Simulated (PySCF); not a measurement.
## A search over the determinants of TeF

Unrestricted PBE0; Te def2-SVP with ECP28, F def2-SVP; scalar-relativistic core potentials (PySCF 2.14). Outer shells of the fragments: Te 4d10 5s2 5p4; F 2s2 2p5.

Followed along the bond (rough minima from three points):

```
2Ms+1   unpaired  ⟨S²⟩ at the start  R at minimum (Å)  Te (eV)
    2        π ↑               0.75              1.95     0.00
    4  σ ↑, π ↑↑               3.75  none in the scan   ≤ 1.28
```

Solutions found at the starting distance of 1.935 Å, counted from the lowest of them; the search is not exhaustive and high or unbound solutions are not listed, so other states can lie among these:

```csv
2Ms+1,unpaired,term,E (eV),⟨S²⟩,⟨Lz²⟩,μ (D)
2,π ↑,²Π,0.00,0.75,1.00,-2.34
4,"σ ↑, π ↑↑",⁴Σ⁻,1.55,3.75,0.00,-2.18
2,"σ ↑, π ↑↓",mixed,2.20,1.76,2.01,-2.07
2,"σ ↓, π ↑↑",mixed,2.21,1.76,0.00,-2.05
2,σ ↑,mixed,3.18,0.75,2.00,-1.91
2,π ↑,²Π,6.11,0.76,1.01,-1.55
```

A term symbol is given only where ⟨S²⟩ and ⟨Lz²⟩ are close to those of a pure state; real π, δ and φ orbitals otherwise mix terms. A positive dipole means Te(−)F(+).

Spin–orbit coupling is left out. Counting both spins, an empty level lies below a filled one in some of these solutions, because spin and occupation are held.
